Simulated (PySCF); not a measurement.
**Orbital picture of CeP**

PBE0 at R = 2.334 Å; Ce x2c-SVPall, P x2c-SVPall; spin-free X2C with a Gaussian nucleus (PySCF 2.14). State: quartet, about 1.2 electrons in the 4f shell (Mulliken), real f orbitals that mix terms, a second solution, started from another occupation. Only the outer orbitals are listed, counted within each symmetry.

| spin | orbital | occ. | ε (eV) | on Ce (%) | main shells (%) |
| --- | --- | --- | --- | --- | --- |
| α | 15σ | 1 | -14.00 | 14 | 86 P s |
| α | 3δ | 1 | -6.90 | 100 | 100 Ce f |
| α | 16σ | 1 | -6.57 | 36 | 61 P p, 25 Ce d |
| α | 8π | 1 | -5.89 | 39 | 61 P p, 32 Ce d |
| α | 8π | 1 | -5.89 | 39 | 61 P p, 32 Ce d |
| α | 17σ | 1 | -4.09 | 98 | 77 Ce s, 13 Ce d |
| α | 4δ | 0 | -1.80 | 100 | 99 Ce d |
| α | 3δ | 0 | -1.77 | 100 | 97 Ce d |
| α | 18σ | 0 | -1.57 | 100 | 73 Ce f, 24 Ce d |
| β | 15σ | 1 | -13.04 | 12 | 88 P s |
| β | 8π | 1 | -5.60 | 33 | 66 P p, 27 Ce d |
| β | 8π | 1 | -5.60 | 33 | 66 P p, 27 Ce d |
| β | 16σ | 0 | -3.13 | 42 | 55 P p, 27 Ce d, 8 Ce s |
| β | 17σ | 0 | -1.97 | 99 | 77 Ce s, 18 Ce d |
| β | 3δ | 0 | -1.18 | 100 | 96 Ce d |

Which are the highest filled and the lowest empty level, where do they sit, and how wide is the gap?

Highest filled α 17σ at -4.09 eV (in %: 77 Ce s, 13 Ce d); lowest empty β 16σ at -3.13 eV (in %: 55 P p, 27 Ce d, 8 Ce s); the gap at PBE0 is 0.96 eV.

The bond order (Mayer) is 2.58 and the ⟨S²⟩ is 3.762. The charge on Ce (Mulliken, basis-dependent) is 0.08, the charge on Ce (Löwdin, basis-dependent) is -0.30 and the dipole moment (positive dipole means Ce(−)P(+)) is -4.15 D.

Spin–orbit coupling is left out.
